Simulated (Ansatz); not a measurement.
`N[SiH](C=O)CCl` and `N[SiH]([AsH2])C=O` differ in one atom or group.

Ansatz, PBE0-D4/def2-TZVP geometries, multiplicity 1. Each molecule was computed in one conformer, which needn't be the lowest.

Scalar relativity is left out up to krypton.

```tsv
property	`N[SiH](C=O)CCl`
LUMO energy (PBE0/def2-TZVPP) / eV	-1.62
HOMO–LUMO gap (B3LYP/def2-TZVPP) / eV	4.97
HOMO–LUMO gap (PBE0/def2-TZVPP) / eV	5.43
size of the dipole moment (ωB97M-V/def2-TZVPP) / D	2.32
HOMO–LUMO gap (PBE/def2-TZVPP) / eV	2.81
HOMO–LUMO gap (ωB97M-V/def2-TZVPP) / eV	10.00
```

(1) Give the same properties after the change, and the shifts. (Estimate.)

## Answers

(1) Computed: 
```json
{"property": "LUMO energy (PBE0/def2-TZVPP) / eV", "`N[SiH]([AsH2])C=O`": "-1.52", "shift": "0.10"}
{"property": "HOMO–LUMO gap (B3LYP/def2-TZVPP) / eV", "`N[SiH]([AsH2])C=O`": "4.68", "shift": "-0.29"}
{"property": "HOMO–LUMO gap (PBE0/def2-TZVPP) / eV", "`N[SiH]([AsH2])C=O`": "5.12", "shift": "-0.31"}
{"property": "size of the dipole moment (ωB97M-V/def2-TZVPP) / D", "`N[SiH]([AsH2])C=O`": "1.56", "shift": "-0.76"}
{"property": "HOMO–LUMO gap (PBE/def2-TZVPP) / eV", "`N[SiH]([AsH2])C=O`": "2.63", "shift": "-0.18"}
{"property": "HOMO–LUMO gap (ωB97M-V/def2-TZVPP) / eV", "`N[SiH]([AsH2])C=O`": "9.55", "shift": "-0.45"}
```

With PBE0 the HOMO rises by 0.41 eV and the LUMO rises by 0.10 eV, so the gap narrows by about 0.31 eV. PBE moves the HOMO by 0.34 eV and ωB97M-V by 0.48 eV. Dipoles are sizes alone; their direction can turn.

B3LYP here is the variant with VWN-RPA as its local correlation; programs differ in this.
